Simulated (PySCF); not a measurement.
# `FC(F)=C(F)/C=C\[C@@H]1C[SiH2]1`: 4 charge schemes on one density

Species: C₆H₇F₃Si.
Structure used (PBE0-D3(BJ)/def2-SVP), in Å, numbered top down from 1:
```
atom  x, y, z in Å
F1     3.7529   -1.6219   -1.4177
C2     3.2481   -0.8924   -0.4572
F3     4.1602   -0.4923    0.3962
C4     1.9465   -0.5806   -0.3426
F5     1.1330   -1.0627   -1.2911
C6     1.3957    0.2220    0.7229
C7     0.1087    0.5867    0.9051
C8    -1.0705    0.2694    0.0926
C9    -2.3103    1.1775    0.1954
Si10  -2.5947   -0.5154    0.8935
H11    2.1336    0.5562    1.4554
H12   -0.0892    1.1964    1.7952
H13   -0.8591   -0.1113   -0.9102
H14   -2.2261    2.0202    0.8915
H15   -2.7777    1.4615   -0.7530
H16   -3.3630   -1.5170    0.1146
H17   -2.6046   -0.6865    2.3665
```

Density: PBE0/pcSseg-1 (PySCF); schemes: Mulliken, IAO, Hirshfeld and ESP-fitted. Isolated species at its PBE0-D3(BJ)/def2-SVP geometry (one conformer only).

Q: Which atoms carry the lowest charge in the Mulliken, IAO, Hirshfeld and ESP-fitted schemes?

A: The schemes don't all agree: Mulliken C8 (-0.437); IAO C9 (-0.520); Hirshfeld C9 (-0.163); ESP-fitted C9 (-0.528).

Q: Do the Mulliken, IAO, Hirshfeld and ESP-fitted schemes agree on where the charge is highest?

A: The schemes don't all agree: Mulliken C2 (+0.567); IAO Si10 (+0.636); Hirshfeld Si10 (+0.305); ESP-fitted C2 (+0.275).

Q: For which atoms does the sign change between the 4 schemes (beyond +0.03 e in one, beyond −0.03 e in another)?

A: For none.

Q: Tabulate the Mulliken, IAO, Hirshfeld and ESP-fitted charges.

A: In e:

```tsv
atom	environment	Mulliken	IAO	Hirshfeld	ESP-fitted
F1	vinyl fluorine	-0.228	-0.227	-0.062	-0.120
C2	=CF2 carbon	+0.567	+0.500	+0.141	+0.275
F3	vinyl fluorine	-0.230	-0.237	-0.055	-0.126
C4	vinylic C–F carbon	+0.139	+0.186	+0.034	+0.226
F5	vinyl fluorine	-0.273	-0.262	-0.062	-0.194
C6	alkene CH carbon	-0.167	-0.218	-0.092	-0.493
C7	alkene CH carbon	-0.061	-0.123	-0.040	-0.063
C8	sp3 carbon bound to silicon	-0.437	-0.350	-0.113	-0.053
C9	sp3 carbon bound to silicon	-0.397	-0.520	-0.163	-0.528
Si10	SiH2 silicon	+0.503	+0.636	+0.305	+0.180
H11	vinylic hydrogen	+0.118	+0.166	+0.045	+0.209
H12	vinylic hydrogen	+0.102	+0.144	+0.048	+0.156
H13	methine hydrogen	+0.168	+0.169	+0.035	+0.182
H14	methylene hydrogen	+0.151	+0.155	+0.046	+0.182
H15	methylene hydrogen	+0.160	+0.162	+0.050	+0.184
H16	Si–H hydrogen	-0.057	-0.089	-0.057	-0.010
H17	Si–H hydrogen	-0.059	-0.092	-0.060	-0.007
```

Mean size of the charges over all atoms: IAO 0.249 e, Mulliken 0.224 e, ESP-fitted 0.188 e, Hirshfeld 0.083 e. Each set sums to the total charge, 0, to within 0.001 e. The Mulliken scheme counts on each atom the diagonal of the density matrix times the overlap matrix over that atom's basis functions.

Q: How closely do the schemes follow one another over all atoms?

A: Correlation coefficient and root-mean-square difference: Mulliken with IAO 0.98, 0.059 e; IAO with Hirshfeld 0.96, 0.194 e; Mulliken with Hirshfeld 0.92, 0.180 e; IAO with ESP-fitted 0.82, 0.167 e; Mulliken with ESP-fitted 0.77, 0.174 e; Hirshfeld with ESP-fitted 0.74, 0.171 e.

Q: How many electrons does the IAO scheme count on C7?

A: Z − q = 6 − (-0.123) = 6.123.

Q: Sum the charges by element, for elements with more than one atom.

A: 
| element | atoms | Mulliken | IAO | Hirshfeld | ESP-fitted |
| --- | --- | --- | --- | --- | --- |
| F | 3 | -0.731 | -0.726 | -0.179 | -0.440 |
| C | 6 | -0.356 | -0.524 | -0.233 | -0.637 |
| H | 7 | +0.584 | +0.614 | +0.106 | +0.897 |
